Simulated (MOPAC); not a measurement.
MOPAC input (AM1):

```
AM1 FORCE THERMO(298,298) PRECISE LET UHF MS=0.5 GEO-OK AUX(PRECISION=9) THREADS=1
H6N3OSi

N     0.99491241 1    1.23865648 1    0.84113125 1
Si    0.06689125 1    0.01489986 1    0.06483927 1
N    -0.77214216 1   -0.96053461 1    1.16518358 1
N     1.05359664 1   -0.87972040 1   -0.98021087 1
O    -1.17470788 1    0.85783403 1   -0.88554983 1
H     0.73829599 1    2.14754889 1    1.08411822 1
H    -1.74302926 1   -0.88692805 1    1.31413935 1
H    -0.35663205 1   -1.62667423 1    1.75734506 1
H     0.84927443 1   -1.79588339 1   -1.27623714 1
H     1.93359399 1   -0.58096582 1   -1.30622797 1
H    -1.30423139 1    0.55958912 1   -1.77425547 1
```

Output:

```
 *******************************************************************************
 **                                                                           **
 **                              MOPAC v23.2.5                                **
 **                                                                           **
 *******************************************************************************
 ** MOPAC's Digital Object Identifier: https://doi.org/10.5281/zenodo.6511958 **
 **                                                                           **
 ** Please cite the open-source release paper for use of this MOPAC version:  **
 ** J. E. Moussa and J. J. P. Stewart (2026)                                  **
 ** MOPAC: An open-source semiempirical molecular orbital program             **
 ** J. Open Source Softw., 11(119), 8025, https://doi.org/10.21105/joss.08025 **
 *******************************************************************************

                              AM1 CALCULATION RESULTS

 *******************************************************************************
 *  AM1        - The AM1 Hamiltonian to be used
 *  GEO-OK     - OVERRIDE INTERATOMIC DISTANCE AND OTHER SAFETY CHECKS
 *  UHF        - UNRESTRICTED HARTREE-FOCK CALCULATION
 *  MS=        - IN MECI, MAGNETIC COMPONENT OF SPIN =  0.5
 *  LET        - OVERRIDE SOME SAFETY CHECKS
 *  PRECISE    - TIGHTER CRITERIA TO BE USED
 *  FORCE      - FORCE CALCULATION SPECIFIED
 *  AUX        - OUTPUT AUXILIARY INFORMATION
 *  THERMO     - THERMODYNAMIC QUANTITIES TO BE CALCULATED
 *******************************************************************************
AM1 FORCE THERMO(298,298) PRECISE LET UHF MS=0.5 GEO-OK AUX(PRECISION=9) THREADS=1
 H6N3OSi

   ATOM   CHEMICAL          X               Y               Z
  NUMBER   SYMBOL      (ANGSTROMS)     (ANGSTROMS)     (ANGSTROMS)

     1       N          0.99491241  *   1.23865648  *   0.84113125  *
     2      Si          0.06689125  *   0.01489986  *   0.06483927  *
     3       N         -0.77214216  *  -0.96053461  *   1.16518358  *
     4       N          1.05359664  *  -0.87972040  *  -0.98021087  *
     5       O         -1.17470788  *   0.85783403  *  -0.88554983  *
     6       H          0.73829599  *   2.14754889  *   1.08411822  *
     7       H         -1.74302926  *  -0.88692805  *   1.31413935  *
     8       H         -0.35663205  *  -1.62667423  *   1.75734506  *
     9       H          0.84927443  *  -1.79588339  *  -1.27623714  *
    10       H          1.93359399  *  -0.58096582  *  -1.30622797  *
    11       H         -1.30423139  *   0.55958912  *  -1.77425547  *

          CARTESIAN COORDINATES

    NO.       ATOM           X           Y           Z

     1         N          0.9949      1.2387      0.8411
     2        Si          0.0669      0.0149      0.0648
     3         N         -0.7721     -0.9605      1.1652
     4         N          1.0536     -0.8797     -0.9802
     5         O         -1.1747      0.8578     -0.8855
     6         H          0.7383      2.1475      1.0841
     7         H         -1.7430     -0.8869      1.3141
     8         H         -0.3566     -1.6267      1.7573
     9         H          0.8493     -1.7959     -1.2762
    10         H          1.9336     -0.5810     -1.3062
    11         H         -1.3042      0.5596     -1.7743

[...]
 VIBRATION         23   23A           ATOM PAIR      ENERGY CONTRIBUTION    RADIAL
 FREQUENCY          3550.37         N  3 -- H  7         +59.9% ( 79.3%)     98.4%
 TRANSITION DIPOLE   0.6942         N  3 -- H  8         +39.2% ( 64.1%)     96.5%
 TRAVEL (Ang.)       0.1873         Si 2 -- N  3          +0.8% (  9.0%)      0.3%
 REDUCED MASS        0.5411
 EFFECTIVE MASS      1.5273
 FORCE CONSTANT      4.0188

 VIBRATION         24   24A           ATOM PAIR      ENERGY CONTRIBUTION    RADIAL
 FREQUENCY          3596.31         N  1 -- H  6         +99.2% ( 99.9%)     99.8%
 TRANSITION DIPOLE   0.5372         N  1 -- Si 2          +0.6% (  7.7%)     46.8%
 TRAVEL (Ang.)       0.1415
 REDUCED MASS        0.9364
 EFFECTIVE MASS      1.4177
 FORCE CONSTANT      7.1358

 VIBRATION         25   25A           ATOM PAIR      ENERGY CONTRIBUTION    RADIAL
 FREQUENCY          3610.33         N  4 -- H  9         +45.6% ( 66.4%)     97.8%
 TRANSITION DIPOLE   0.6691         N  4 -- H 10         +40.1% ( 62.3%)     97.1%
 TRAVEL (Ang.)       0.2243         N  3 -- H  8          +8.5% ( 28.6%)     98.5%
 REDUCED MASS        0.3712         N  3 -- H  7          +5.4% ( 22.8%)     95.8%
 EFFECTIVE MASS      1.2356
 FORCE CONSTANT      2.8506

 VIBRATION         26   26A           ATOM PAIR      ENERGY CONTRIBUTION    RADIAL
 FREQUENCY          3612.29         N  3 -- H  8         +52.3% ( 71.2%)     98.5%
 TRANSITION DIPOLE   0.5599         N  3 -- H  7         +33.0% ( 56.5%)     95.8%
 TRAVEL (Ang.)       0.2211         N  4 -- H  9          +7.2% ( 26.4%)     97.7%
 REDUCED MASS        0.3819         N  4 -- H 10          +6.3% ( 24.7%)     97.1%
 EFFECTIVE MASS      1.2412
 FORCE CONSTANT      2.9358

 VIBRATION         27   27A           ATOM PAIR      ENERGY CONTRIBUTION    RADIAL
 FREQUENCY          3626.79         O  5 -- H 11         +98.9% ( 99.6%)     99.9%
 TRANSITION DIPOLE   0.6895         Si 2 -- O  5          +0.4% (  6.3%)     22.2%
 TRAVEL (Ang.)       0.1410         N  3 -- H  8          +0.2% (  4.5%)     98.5%
 REDUCED MASS        0.9345         N  4 -- H  9          +0.2% (  4.3%)     97.6%
 EFFECTIVE MASS      1.3871
 FORCE CONSTANT      7.2425

      SYMMETRY NUMBER FOR POINT-GROUP C1  =  1

          SYSTEM IS A GROUND STATE

 H6N3OSi

          MOLECULE IS NOT LINEAR

          THERE ARE 27 GENUINE VIBRATIONS IN THIS SYSTEM
          THIS THERMODYNAMICS CALCULATION IS LIMITED TO
          MOLECULES WHICH HAVE NO INTERNAL ROTATIONS

                    CALCULATED THERMODYNAMIC PROPERTIES
                                          *
   TEMP. (K)   PARTITION FUNCTION   H.O.F.    ENTHALPY  HEAT CAPACITY ENTROPY
                                   KCAL/MOL   CAL/MOLE    CAL/K/MOL  CAL/K/MOL

 298.00  VIB.     0.7080D+02                  3408.3002    22.1746    19.9024
         ROT.     0.1232D+06                   888.2803     2.9808    26.2737
         INT.     0.8721D+07                  4296.5805    25.1555    46.1761
         TRA.     0.8552D+27                  1480.4672     4.9680    39.4722
         TOT.                      -98.552    5777.0477    30.1235    85.6483

   *: NOTE: HEATS OF FORMATION ARE RELATIVE TO THE
            ELEMENTS IN THEIR STANDARD STATE AT 298K
              (=  Standard Enthalpy of Formation).

            Hvib:  Zero-point energy is not included.
                   frequencies of less than zero cm-1 are not included.
            Hrot = (3/2)RT
            Htra = (3/2)RT + pV = (5/2)RT

            Heat capacity is Cp, not Cv

          For more information, see: HTTP://OpenMOPAC.net/Manual/thermochemistry.html

           FORCE CONSTANT IN CARTESIAN COORDINATES (Millidynes/A)

    ATOM   CHEMICAL       X               Y               Z
   NUMBER   SYMBOL  FORCE CONSTANT  FORCE CONSTANT  FORCE CONSTANT

      1       N        7.347589        0.414682        4.650168
      2      Si        6.908213        7.447298        6.909816
      3       N        2.926364        9.616793        9.345969
      4       N        9.167634        5.844096        6.995153
      5       O        4.458914        4.537394        3.597105
      6       H        3.305082        0.020157        4.143793
      7       H        1.324007        1.940378        4.980440
      8       H        0.282183        3.279087        4.723458
      9       H        6.026616        0.641086        1.612125
     10       H        2.794711        3.368721        2.135261
     11       H        3.828945        3.568205        0.521314

 **********************
 *                    *
 * JOB ENDED NORMALLY *
 *                    *
 **********************

 == MOPAC DONE ==
```
